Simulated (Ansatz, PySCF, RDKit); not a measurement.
Noncovalent pair: NH3 (SMILES N) (first 4 atoms) with Si2H6 (SMILES [SiH3][SiH3]); geometry from B3LYP-D3(BJ)/def2-TZVP, rigid monomers moved along the line of their centres of mass till N1···Si5 is 3.59 Å.
(charge 0, multiplicity 1):
```xyz
12

N     -0.412     0.189     0.961
H     -0.360    -0.694     0.467
H     -1.362     0.534     0.875
H      0.198     0.844     0.486
Si     0.330    -1.223     4.173
Si     0.447     1.111     4.329
H      0.618    -1.854     5.491
H      1.326    -1.751     3.210
H     -1.023    -1.668     3.763
H      0.781     1.535     5.717
H     -0.850     1.739     3.981
H      1.500     1.658     3.440
```

Monomers are frozen at their geometry in the pair; levels with a basis set take the counterpoise correction. Rows marked so take none. RDKit's UFF carries no charges.

Frozen-core correlation. Rows in 3-21G, 6-31G* carry no dispersion term and start afresh at each structure (6-31G* with six Cartesian d functions). MP2/6-31G* freezes PySCF's default core.

Run with Ansatz (a first-principles code); PySCF for 3-21G rows, 6-31G* rows, the dispersion terms; RDKit for the force fields. Each number belongs to the level named beside it.

```csv
level,interaction energy (kJ/mol)
UFF,-4.6
PBE-D3(BJ)/def2-TZVPPD,-15.3
B3LYP/3-21G (no counterpoise),-33.9
B3LYP/def2-TZVPPD,-7.5
B3LYP-D4/def2-TZVPPD,-15.3
PBE0-D4/def2-TZVPPD,-15.4
MP2/6-31G*,-11.1
MP2/6-31G* (no counterpoise),(withheld)
CCSD(T)/aug-cc-pV(D+d)Z,(withheld)
```

Problem. Complete the blanks.

Solution. 
- MP2/6-31G* (no counterpoise), interaction energy (kJ/mol): -20.6
- CCSD(T)/aug-cc-pV(D+d)Z, interaction energy (kJ/mol): -14.1
